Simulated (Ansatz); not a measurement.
Frontier orbitals of C3H9BFNO, SMILES `CC(C)OB(N)F`.

```xyz
16

C    -1.322   -0.304   -1.114
C    -0.156   -0.722   -0.242
C     0.848   -1.575   -0.985
O     0.533    0.435    0.228
B     0.137    1.101    1.343
N     0.808    2.257    1.762
F    -0.906    0.657    2.071
H    -0.965    0.282   -1.965
H    -1.850   -1.181   -1.495
H    -2.032    0.302   -0.548
H    -0.537   -1.281    0.620
H     1.678   -1.849   -0.332
H     0.377   -2.490   -1.350
H     1.250   -1.027   -1.841
H     1.592    2.631    1.261
H     0.545    2.763    2.587
```

Charge 0, multiplicity 1. The geometry is a stationary point of PBE0-D4/def2-TZVP. It is one conformer, not always the lowest. Basis def2-TZVPP, Ansatz 0.2.0.

Task: Compute the vertical ionisation energy as the energy of the cation minus that of the neutral molecule, at each level. (Estimate.)

Result: The calculation gave: 
```tsv
level	IE (eV)	difference from CCSD(T)/CBS(def2)
PBE-D4/def2-TZVPP	9.26	-0.96
r2SCAN-D4/def2-TZVPP	9.39	-0.83
PBE0-D4/def2-TZVPP	9.68	-0.55
B3LYP-D4/def2-TZVPP	9.69	-0.53
ωB97X-V/def2-TZVPP	10.00	-0.23
ωB97M-V/def2-TZVPP	9.97	-0.25
B2PLYP/def2-TZVPP	9.83	-0.40
HF/def2-TZVPP	9.07	-1.16
MP2/def2-TZVPP	10.40	0.18
CCSD/def2-TZVPP	10.07	-0.15
CCSD(T)/def2-TZVPP	10.05	-0.17
HF/def2-QZVPP	9.07	-1.15
MP2/def2-QZVPP	10.50	0.28
HF/CBS(def2)	9.07	-1.15
MP2/CBS(def2)	10.58	0.35
CCSD/CBS(def2)	10.25	0.02
CCSD(T)/CBS(def2)	10.22	0.00
```

B3LYP here is the variant with VWN-RPA as its local correlation; programs differ in this.
